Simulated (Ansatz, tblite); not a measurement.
Removing and adding an electron: Si₂Mo₂ (the lowest singlet isomer of a short search). The state is a singlet with charge 0. Geometry: PBE0-D4/def2-SVP. Ansatz, gas phase; energy differences of separate SCF runs; the oxidised species was run as a doublet alone; the reduced species was run as a doublet alone.

```
atom    x (Å)    y (Å)    z (Å)
 Mo1  -0.2627   0.0917   1.3478
 Mo2   1.3729  -0.0872   0.0381
 Si3  -0.4734   1.2537  -0.7625
 Si4  -0.6368  -1.2582  -0.6234
```

In the def2 sets Mo takes a core potential; there is no spin–orbit coupling. The xTB rows come from tblite. HOMO above LUMO, or a gap near zero within one spin, warns that the state may not be the lowest or that an electron is smeared out. The structure comes from a short search, and lower isomers may exist.

```csv
level,−HOMO (eV),vertical IE (eV),−LUMO (eV),vertical EA (eV),HOMO–LUMO gap (eV),IE − EA (eV),remarks
GFN1-xTB,9.88,12.22,9.18,6.83,0.70,5.40,–
GFN2-xTB,8.71,11.21,8.36,8.21,0.35,3.00,–
PBE-D4/def2-TZVP,4.65,7.19,3.44,–,1.20,–,gap within one spin near zero (+1 doublet)
PBE-D4/def2-TZVPD,4.66,–,3.46,1.15,1.20,–,HOMO above zero (-1 doublet)
r2SCAN-D4/def2-TZVP,4.85,7.12,3.21,–,1.64,–,–
r2SCAN-D4/def2-TZVPD,4.86,–,3.22,1.12,1.64,–,"HOMO above zero (-1 doublet), spin-contaminated (⟨S²⟩ 0.83) (-1 doublet)"
PBE0-D4/def2-TZVP,5.50,7.08,2.32,–,3.18,–,–
PBE0-D4/def2-TZVPD,5.51,–,2.33,1.08,3.17,–,"HOMO above zero (-1 doublet), spin-contaminated (⟨S²⟩ 0.87) (-1 doublet)"
```

   A HOMO above zero means that the electron is unbound at that level or that self-interaction error raises the level; the energy of removing that electron tells which. Raw xTB energy differences between charge states are shifted by several eV; the methods need an empirical correction for them.
